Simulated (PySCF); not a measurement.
C3H9S, charge +1, singlet, at a GFN2-xTB geometry.

Input for PySCF:
```python
from pyscf import gto, scf, dft

mol = gto.M(
    atom='''
C    -0.326997    1.592663   -0.024168
S    -0.127080   -0.117060    0.533021
C     1.566987   -0.433964   -0.017695
C    -1.048420   -0.982234   -0.761654
H    -0.051125    1.694831   -1.069296
H     0.300896    2.229444    0.593224
H    -1.365093    1.880201    0.119329
H     1.690898   -0.169192   -1.063342
H     1.783242   -1.488623    0.130090
H     2.242782    0.151561    0.599861
H    -0.714666   -0.673473   -1.747611
H    -0.898313   -2.050760   -0.632686
H    -2.104762   -0.759819   -0.636809
''',
    basis='6-31g*',
    charge=1,
    spin=0,
    verbose=4,
)

mf = dft.RKS(mol)
mf.xc = 'blyp'
mf.disp = 'd3bjm'
mf.kernel()
```

Q: What does this run give for the number of basis functions, HOMO energy, total energy, Mulliken (on the basis functions themselves) charges in atom order?

A: 
```
Property                                                                                                                                                                                 Value
------------------------------------------------------------------  --------------------------------------------------------------------------------------------------------------------------
number of basis functions                                                                                                                                                                   78
HOMO energy                                                                                                                                                                          -13.06 eV
total energy                                                                                                                                                                      -517.5813 Eh
Mulliken (on the basis functions themselves) charges in atom order  C1 -0.58, S2 0.57, C3 -0.58, C4 -0.58, H5 0.23, H6 0.25, H7 0.25, H8 0.23, H9 0.25, H10 0.25, H11 0.23, H12 0.25, H13 0.25
```
